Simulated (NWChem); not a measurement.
Program: NWChem. System: C$_{2}$H$_{2}$N$_{3}$, charge 0, spin multiplicity 2, at a geometry optimised with UPBE/def2-SVP. The structure started from a generated list of species. Its SCF solution wasn't tested for a lower state. Level: UHF/def2-TZVP.

NWChem printed:

```
             Northwest Computational Chemistry Package (NWChem) 7.3.0
             --------------------------------------------------------

                                NWChem Input Module
                                -------------------

 Scaling coordinates for geometry "geometry" by  1.889725989
 (inverse scale =  0.529177249)

 Turning off AUTOSYM since
 SYMMETRY directive was detected!

                             Geometry "geometry" -> ""
                             -------------------------

 Output coordinates in angstroms (scale by  1.889725989 to convert to a.u.)

  No.       Tag          Charge          X              Y              Z
 ---- ---------------- ---------- -------------- -------------- --------------
    1 C                    6.0000     1.08621800    -0.34584700     0.00000000
    2 N                    7.0000     0.02554800    -1.16017100     0.00000000
    3 C                    6.0000    -1.04825800    -0.31536300     0.00000000
    4 N                    7.0000    -0.66842200     0.97483100     0.00000000
    5 N                    7.0000     0.60217900     0.93014400     0.00000000
    6 H                    1.0000     2.15021200    -0.60073900     0.00000000
    7 H                    1.0000    -2.09310200    -0.64563200     0.00000000

 Effective nuclear repulsion energy (a.u.)     156.4391348092

            Nuclear Dipole moment (a.u.)
            ----------------------------
        X                 Y               Z
 ---------------- ---------------- ----------------
     0.0000094486    -0.0000056692     0.0000000000

      Symmetry information
      --------------------

 Group name             Cs
 Group number              2
 Group order               2
 No. of unique centers     7

      Symmetry unique atoms

     1    2    3    4    5    6    7


 Summary of "ao basis" -> "" (spherical)
 ------------------------------------------------------------------------------
       Tag                 Description            Shells   Functions and Types
 ---------------- ------------------------------  ------  ---------------------
 *                         def2-tzvp                  on all atoms

 Summary of "ao basis" -> "ao basis" (spherical)
 ------------------------------------------------------------------------------
       Tag                 Description            Shells   Functions and Types
 ---------------- ------------------------------  ------  ---------------------
[...]
    67     -0.869937  3 C  s                 13      0.854623  1 C  py
    98      0.658840  4 N  s                157     -0.617722  6 H  s
    44     -0.566271  2 N  py               136      0.519042  5 N  px

 center of mass
 --------------
 x =  -0.00157729 y =   0.03441652 z =   0.00000000

 moments of inertia (a.u.)
 ------------------
         170.197514085340           7.770528294385           0.000000000000
           7.770528294385         170.564040631265           0.000000000000
           0.000000000000           0.000000000000         340.761554716605

  Mulliken analysis of the total density
  --------------------------------------

    Atom       Charge   Shell Charges
 -----------   ------   -------------------------------------------------------
    1 C    6     5.84   0.85  1.12  0.51  0.54  0.09  1.19  1.13  0.26  0.04  0.10  0.02
    2 N    7     7.42   0.82  1.16  0.54  0.90  0.24  1.43  1.68  0.57  0.01  0.07  0.00
    3 C    6     5.85   0.85  1.12  0.50  0.54  0.09  1.19  1.14  0.26  0.04  0.09  0.02
    4 N    7     7.27   0.82  1.16  0.54  0.85  0.25  1.44  1.61  0.50  0.01  0.08  0.01
    5 N    7     6.97   0.82  1.16  0.54  0.80  0.12  1.44  1.59  0.38  0.01  0.09  0.01
    6 H    1     0.82   0.26  0.47  0.07  0.02
    7 H    1     0.84   0.26  0.48  0.08  0.02

  Mulliken analysis of the alpha density
  --------------------------------------

    Atom       Charge   Shell Charges
 -----------   ------   -------------------------------------------------------
    1 C    6     2.80   0.43  0.56  0.25  0.26  0.04  0.56  0.50  0.11  0.02  0.05  0.01
    2 N    7     3.81   0.41  0.58  0.27  0.46  0.12  0.75  0.88  0.30  0.00  0.03  0.00
    3 C    6     2.83   0.43  0.56  0.25  0.26  0.04  0.57  0.53  0.11  0.02  0.05  0.01
    4 N    7     3.73   0.41  0.58  0.28  0.43  0.13  0.76  0.84  0.25  0.01  0.04  0.00
    5 N    7     3.98   0.41  0.58  0.31  0.44  0.06  0.93  1.00  0.22  0.01  0.04  0.00
    6 H    1     0.42   0.13  0.24  0.04  0.01
    7 H    1     0.43   0.13  0.25  0.04  0.01

   Mulliken analysis of the beta density
   -------------------------------------

    Atom       Charge   Shell Charges
 -----------   ------   -------------------------------------------------------
    1 C    6     3.04   0.43  0.56  0.25  0.28  0.05  0.63  0.62  0.15  0.02  0.05  0.01
    2 N    7     3.61   0.41  0.58  0.27  0.45  0.12  0.67  0.80  0.27  0.01  0.04  0.00
    3 C    6     3.01   0.43  0.56  0.25  0.27  0.05  0.62  0.61  0.15  0.02  0.05  0.01
    4 N    7     3.54   0.41  0.58  0.26  0.42  0.12  0.68  0.78  0.25  0.01  0.04  0.00
    5 N    7     2.98   0.41  0.58  0.24  0.36  0.07  0.51  0.60  0.16  0.01  0.04  0.00
    6 H    1     0.40   0.13  0.23  0.03  0.01
    7 H    1     0.41   0.13  0.23  0.04  0.01

   Mulliken analysis of the spin density
   -------------------------------------

    Atom       Charge   Shell Charges
 -----------   ------   -------------------------------------------------------
    1 C    6    -0.24   0.00  0.00 -0.00 -0.02 -0.00 -0.06 -0.12 -0.04  0.00 -0.00  0.00
    2 N    7     0.20   0.00 -0.00  0.01  0.01  0.00  0.08  0.08  0.02 -0.00 -0.00 -0.00
    3 C    6    -0.18   0.00 -0.00  0.00 -0.01 -0.01 -0.05 -0.08 -0.04  0.00  0.00  0.00
    4 N    7     0.19   0.00 -0.00  0.02  0.01  0.01  0.08  0.06 -0.00  0.00  0.00  0.00
    5 N    7     1.00   0.00 -0.00  0.07  0.08 -0.01  0.41  0.40  0.06 -0.00 -0.00 -0.00
    6 H    1     0.01   0.00  0.01  0.00 -0.00
    7 H    1     0.02   0.00  0.01  0.00 -0.00

       Multipole analysis of the density wrt the origin
       ------------------------------------------------

     L   x y z        total         alpha         beta         nuclear
     -   - - -        -----         -----         ----         -------
     0   0 0 0     -0.000000    -18.000000    -17.000000     35.000000

     1   1 0 0      0.591934     -0.190415      0.782339      0.000009
     1   0 1 0      0.123503     -1.165348      1.288857     -0.000006
     1   0 0 1     -0.000000     -0.000000      0.000000      0.000000

     2   2 0 0    -15.929673    -59.312399    -57.846932    101.229658
     2   1 1 0      1.736021      1.339711      4.177070     -3.780760
     2   1 0 1     -0.000000     -0.000000      0.000000      0.000000
     2   0 2 0    -24.797900    -58.980384    -52.317023     86.499507
     2   0 1 1     -0.000000     -0.000000     -0.000000      0.000000
     2   0 0 2    -22.021471    -10.970778    -11.050694      0.000000

 Task  times  cpu:       53.6s     wall:       53.6s

 Total times  cpu:       53.6s     wall:       53.6s
```

**Question.** Write an NWChem input that would produce this output.

**Answer.** This is not unique; one that fits is 
```
start mol
memory heap 200 mb stack 900 mb global 1100 mb
geometry units angstroms nocenter noautoz
  C      1.086218    -0.345847     0.000000
  N      0.025548    -1.160171     0.000000
  C     -1.048258    -0.315363     0.000000
  N     -0.668422     0.974831     0.000000
  N      0.602179     0.930144     0.000000
  H      2.150212    -0.600739     0.000000
  H     -2.093102    -0.645632     0.000000
  symmetry group Cs
end
basis spherical
  * library def2-tzvp
end
scf
  uhf
  nopen 1
  maxiter 100
  thresh 1e-7
  semidirect memsize 60000000 filesize 0
  # guess.movecs holds the orbitals of an unrestricted PBE0 run
  vectors input guess.movecs output mol.movecs
end
task scf energy
```
